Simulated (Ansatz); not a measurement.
Energy difference 4 R1 + R2 → P1 + P2 + P3 + 2 P4, each structure at its B3LYP-D3(BJ)/def2-TZVP stationary point, reached from a drawn start (curvature not checked).
P1: CH4 (SMILES C), charge 0, multiplicity 1.
R1, H2 (SMILES [H][H]) (charge 0, multiplicity 1):
```xyz
2

H      0.00000     0.00000     0.37199
H      0.00000     0.00000    -0.37199
```
P2, H2O (SMILES O) (charge 0, multiplicity 1):
```xyz
3

O      0.00000     0.00000     0.38961
H      0.00000     0.76499    -0.19486
H      0.00000    -0.76499    -0.19486
```
P3: HF (SMILES F), charge 0, multiplicity 1.
P4, SiH4 (SMILES [SiH4]) (charge 0, multiplicity 1):
```xyz
5

Si     0.000     0.000     0.000
H      0.855     0.855     0.855
H     -0.855    -0.855     0.855
H     -0.855     0.855    -0.855
H      0.855    -0.855    -0.855
```
R2, CH7FOSi2 (SMILES C[SiH](F)O[SiH3]) (charge 0, multiplicity 1):
| atom | x (Å) | y (Å) | z (Å) |
|---|---|---|---|
| Si | 0.5822 | -0.7422 | 0.0459 |
| O | -0.6628 | 0.2993 | -0.0410 |
| Si | -2.2631 | 0.5477 | -0.3090 |
| F | 0.7163 | -1.4902 | -1.3688 |
| C | 2.1477 | 0.1769 | 0.3915 |
| H | 0.2817 | -1.7905 | 1.0412 |
| H | -3.0488 | -0.6038 | 0.1924 |
| H | -2.5086 | 0.7179 | -1.7576 |
| H | -2.6652 | 1.7745 | 0.4113 |
| H | 2.0829 | 0.6968 | 1.3495 |
| H | 2.3390 | 0.9190 | -0.3861 |
| H | 2.9989 | -0.5057 | 0.4308 |

P less R. No zero-point or thermal terms. One arrangement of each flexible species, with no search for the lowest.

Cores are frozen in the correlated methods.

Programs: Ansatz (Gaussian basis) for Hartree–Fock, density functionals and correlated methods. No computed number here is a measurement.

Total energies in hartree:

```json
[
 {"structure": "P1", "PBE/def2-TZVPP": "-40.464286", "PBE0/def2-TZVPP": "-40.475415", "CCSD(T)/cc-pV(T+d)Z": "-40.438100"},
 {"structure": "R1", "PBE/def2-TZVPP": "-1.166122", "PBE0/def2-TZVPP": "-1.168485", "CCSD(T)/cc-pV(T+d)Z": "-1.172336"},
 {"structure": "P2", "PBE/def2-TZVPP": "-76.380147", "PBE0/def2-TZVPP": "-76.380766", "CCSD(T)/cc-pV(T+d)Z": "-76.332115"},
 {"structure": "P3", "PBE/def2-TZVPP": "-100.393473", "PBE0/def2-TZVPP": "-100.394002", "CCSD(T)/cc-pV(T+d)Z": "-100.338298"},
 {"structure": "P4", "PBE/def2-TZVPP": "-291.721620", "PBE0/def2-TZVPP": "-291.756591", "CCSD(T)/cc-pV(T+d)Z": "-291.440117"},
 {"structure": "R2", "PBE/def2-TZVPP": "-796.105492", "PBE0/def2-TZVPP": "-796.178435", "CCSD(T)/cc-pV(T+d)Z": "-795.401817"}
]
```

Question: Work out the reaction energy at each level in kJ/mol (1 hartree = 2625.49964 kJ/mol), and say how far PBE/def2-TZVPP lies from CCSD(T)/cc-pV(T+d)Z.

Answer: 
- PBE/def2-TZVPP: 2 × (-291.721620) + (-40.464286) + (-76.380147) + (-100.393473) − (-796.105492) − 4 × (-1.166122) = 0.088834 hartree = 233.2 kJ/mol
- PBE0/def2-TZVPP: 2 × (-291.756591) + (-40.475415) + (-76.380766) + (-100.394002) − (-796.178435) − 4 × (-1.168485) = 0.089010 hartree = 233.7 kJ/mol
- CCSD(T)/cc-pV(T+d)Z: 2 × (-291.440117) + (-40.438100) + (-76.332115) + (-100.338298) − (-795.401817) − 4 × (-1.172336) = 0.102414 hartree = 268.9 kJ/mol
PBE/def2-TZVPP less CCSD(T)/cc-pV(T+d)Z: -35.7 kJ/mol. CCSD(T)/cc-pV(T+d)Z is the level counted from, the highest shown, and no exact or measured value.

Ansatz is a program for electronic structure.
